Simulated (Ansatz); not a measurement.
Reaction (atomization): `CO[SiH](O)Br` → Br• + C• + 5 H• + 2 O• + Si•

Isolated molecules relaxed with PBE0-D4/def2-TZVP in Ansatz; ΔE leaves out vibrations. CCSD(T)/CBS adds triple-zeta CCSD(T) − MP2 to the extrapolated MP2 energy (def2 sets, frozen cores). This one scheme is used for every species, atoms too. Functionals use def2-TZVPP. B3LYP here is the variant with VWN-RPA as its local correlation; programs differ in this. No spin–orbit coupling; open shells (•) take unrestricted orbitals. Spin–orbit coupling would lower the free atoms: a little for C, O, Si; clearly for Br. For Br outer-core shells are correlated without core-valence functions, so the limit isn't a true one: a few kJ/mol of doubt a bond, and 10 to 20 or more in all where bonds break to atoms. Scalar relativity is left out up to krypton. One conformer a species, not always the lowest.

```json
{"level": "r2SCAN-D4", "ΔE (kJ/mol)": "3748.2", "difference from CCSD(T)/CBS": "-12.8"}
{"level": "B3LYP-D4", "ΔE (kJ/mol)": "3718.3", "difference from CCSD(T)/CBS": "-42.7"}
{"level": "B2PLYP", "ΔE (kJ/mol)": "3691.3", "difference from CCSD(T)/CBS": "-69.7"}
{"level": "B3LYP", "ΔE (kJ/mol)": "3681.4", "difference from CCSD(T)/CBS": "-79.6"}
{"level": "HF/def2-TZVPP", "ΔE (kJ/mol)": "2703.8", "difference from CCSD(T)/CBS": "-1057.2"}
{"level": "MP2/def2-TZVPP", "ΔE (kJ/mol)": "3732.4", "difference from CCSD(T)/CBS": "-28.6"}
{"level": "CCSD/def2-TZVPP", "ΔE (kJ/mol)": "3588.6", "difference from CCSD(T)/CBS": "-172.4"}
{"level": "HF/def2-QZVPP", "ΔE (kJ/mol)": "2711.2", "difference from CCSD(T)/CBS": "-1049.8"}
{"level": "HF/CBS(def2)", "ΔE (kJ/mol)": "2712.3", "difference from CCSD(T)/CBS": "-1048.7"}
{"level": "CCSD/CBS(def2)", "ΔE (kJ/mol)": "3705.2", "difference from CCSD(T)/CBS": "-55.8"}
{"level": "CCSD(T)/CBS", "ΔE (kJ/mol)": "3761.0", "difference from CCSD(T)/CBS": "0"}
```

Largest T1 diagnostic among the species: 0.012.

In def2-TZVPP, CCSD(T) changes the Hartree–Fock value by +940.5 kJ/mol (the triples alone add +55.7 kJ/mol) and MP2 by +1028.5 kJ/mol; breaking electron pairs costs correlation energy, which Hartree–Fock lacks. The D4 term adds +36.9 kJ/mol with B3LYP and +19.3 kJ/mol with PBE0; it sums over pairs of atoms, weighted by their polarisabilities, and B3LYP, whose exchange is more repulsive, gets the larger term. From PBE to PBE0 (25 % exact exchange), in def2-TZVPP and without D4, ΔE moves by −66.3 kJ/mol: exact exchange takes away binding that semilocal exchange gives to molecules.

For atomizations the MP2-based limit and the directly extrapolated one differ by several kJ/mol either way, and by 10 to 25 for some Ge, Se and Sn compounds, so smaller differences from it don't rank the levels.
